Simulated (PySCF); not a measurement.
C5H6F2O.
Structure used (PBE0-D3(BJ)/def2-SVP), in Å, numbered top down from 1:
```
atom  x, y, z in Å
F1     2.2421   -1.5688    0.1916
C2     1.8657   -0.3434   -0.2812
C3     0.4093   -0.1245   -0.1034
C4    -0.4842   -0.9197    0.4846
C5    -1.8165   -0.2471    0.4753
O6    -1.6123    0.9483   -0.2558
C7    -0.2750    1.1590   -0.4841
F8     0.2136    2.1796    0.3120
H9     2.4246    0.4430    0.2580
H10    2.1395   -0.2707   -1.3505
H11   -0.2820   -1.8945    0.9289
H12   -2.5974   -0.8403   -0.0315
H13   -2.1792   -0.0268    1.4971
H14   -0.1225    1.4982   -1.5245
```

Method: TDDFT wB97X-D/def2-SVPD, vertical, gas phase, core orbitals frozen in the response (PySCF).

Computed states:

| state | E (eV) | f |
| --- | --- | --- |
| S1 | 7.03 | 0.298 |
| S2 | 7.53 | 0.059 |
| S3 | 7.76 | 0.0066 |
| S4 | 8.04 | 0.0089 |
| S5 | 8.36 | 0.0056 |
| S6 | 8.52 | 0.0074 |
| S7 | 8.56 | 0.0025 |
| S8 | 8.74 | 0.0073 |
| S9 | 8.95 | 0.030 |
| S10 | 9.02 | 0.0021 |

Broadening: Gaussians 0.5 eV wide at half height, area fixed by f = 4.319×10⁻⁹ ∫ε dν̃. The width is an assumption, not a result. The curve ends short of the highest state used, and states not computed would add to its high-energy end.

Problem. Give the broadened spectrum and its maxima.

Solution. 
(E (eV), ε (L mol⁻¹ cm⁻¹)): (6.28, 33), (6.34, 86), (6.40, 207), (6.46, 458), (6.52, 936), (6.58, 1764), (6.64, 3070), (6.70, 4934), (6.77, 7761), (6.83, 10497), (6.89, 13116), (6.95, 15150), (7.01, 16196), (7.07, 16060), (7.13, 14835), (7.19, 12866), (7.25, 10621), (7.32, 8213), (7.38, 6611), (7.44, 5477), (7.50, 4699), (7.56, 4113), (7.62, 3587), (7.68, 3058), (7.74, 2528), (7.80, 2035), (7.87, 1558), (7.93, 1256), (7.99, 1049), (8.05, 921), (8.11, 852), (8.17, 828), (8.23, 840), (8.29, 882), (8.36, 961), (8.42, 1050)

Maxima: 176 nm (7.03 eV), ε about 16000, made up of S1 (99%) (ε in L mol⁻¹ cm⁻¹; maxima over ε = 5, shares over 10%). At its high-energy end, 8.42 eV, the curve is still rising (ε about 1000, from S5, S6, S7 and S8).

Problem. On this curve, what absorbance would a 10⁻³ mol/L sample give at 193 nm over a 1 cm path?

Solution. 193 nm is 6.424 eV, where ε is about 290 L mol⁻¹ cm⁻¹, so A = ε c l ≈ 0.29 (Beer–Lambert, with the gas-phase spectrum and the assumed width).

Problem. What would ε be at 7.03 eV, the highest of these maxima, with half the width (0.25 eV)?

Solution. About 32100 L mol⁻¹ cm⁻¹ against 16300, a factor of about 1.97; a lone state at its own centre would give exactly 2.

Problem. Coming from long wavelengths, where does ε first pass 100 L mol⁻¹ cm⁻¹?

Solution. At about 195 nm (6.35 eV), 0.68 eV below S1.

All these states lie below the vertical ionisation energy of 9.95 eV (ΔSCF).

One conformer stands for the species.
